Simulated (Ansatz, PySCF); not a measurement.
Potential energy curve for Co(CO)4(H), C4HCoO4, SMILES [CoH](<-[C-]#[O+])(<-[C-]#[O+])(<-[C-]#[O+])<-[C-]#[O+]. The Co1–H10 bond (Co1 also carries C, C, C, C; H10 carries nothing else) is stretched with both fragments frozen at the PBE0/def2-SVP optimised geometry.

Levels: UKS-B3LYP/3-21G = unrestricted B3LYP/3-21G (PySCF); RKS-B3LYP/3-21G = restricted B3LYP/3-21G run with PySCF; UKS-B3LYP/6-31G* = unrestricted B3LYP/6-31G*, spherical d (PySCF 2.14.0); UKS-PBE0 = Ansatz (a program for electronic structure) with unrestricted PBE0/def2-SVP.

Energies relative to the lowest point of each curve near equilibrium, in kJ/mol; the last columns give the difference from UKS-PBE0:

```tsv
R / Å	UKS-B3LYP/3-21G	RKS-B3LYP/3-21G	UKS-B3LYP/6-31G*	UKS-PBE0	UKS-B3LYP/3-21G − UKS-PBE0	RKS-B3LYP/3-21G − UKS-PBE0	UKS-B3LYP/6-31G* − UKS-PBE0
1.20	93.8	93.8	94.0	84.5	9.3	9.3	9.5
1.31	33.0	33.0	29.6	24.5	8.5	8.5	5.1
1.38	13.0	13.0	9.6	6.9	6.1	6.1	2.7
1.44	3.8	3.8	1.5	0.7	3.1	3.1	0.8
1.47	1.3	1.3	0.0	0.0	1.3	1.3	0.0
1.52	0.0	0.0	0.5	1.7	-1.7	-1.7	-1.3
1.58	2.1	2.1	5.0	7.7	-5.6	-5.6	-2.6
1.66	9.8	9.8	16.2	20.5	-10.7	-10.7	-4.2
1.78	29.0	29.0	40.1	46.8	-17.8	-17.8	-6.7
1.96	68.0	68.0	83.8	94.3	-26.4	-26.4	-10.5
2.13	109.6	109.6	127.4	141.7	-32.1	-32.1	-14.4
2.43	176.2	182.4	192.2	204.9	-28.8	-22.5	-12.8
2.71	212.1	242.8	225.3	233.6	-21.5	9.3	-8.3
3.09	235.3	309.0	245.9	250.3	-15.0	58.7	-4.4
3.60	246.5	370.9	255.3	257.7	-11.2	113.3	-2.4
4.31	251.6	423.3	258.6	260.1	-8.5	163.2	-1.5
```

UKS-B3LYP/3-21G is furthest from UKS-PBE0 at 2.13 (-32.1 kJ/mol, below); its mean absolute difference over the points is 13.0 kJ/mol.

RKS-B3LYP/3-21G is furthest from UKS-PBE0 at 4.31 (163.2 kJ/mol, above); its mean absolute difference over the points is 30.6 kJ/mol.

UKS-B3LYP/6-31G* is furthest from UKS-PBE0 at 2.13 (-14.4 kJ/mol, below); its mean absolute difference over the points is 5.4 kJ/mol.

The unrestricted determinant behind UKS-B3LYP/3-21G, UKS-B3LYP/6-31G*, UKS-PBE0 is spin-contaminated at 2.43 to 4.31 Å (<S²> up to 1.0, against 0.00 for a pure singlet). The restricted form behind RKS-B3LYP/3-21G keeps the bonding electrons paired and can't separate into open-shell fragments.
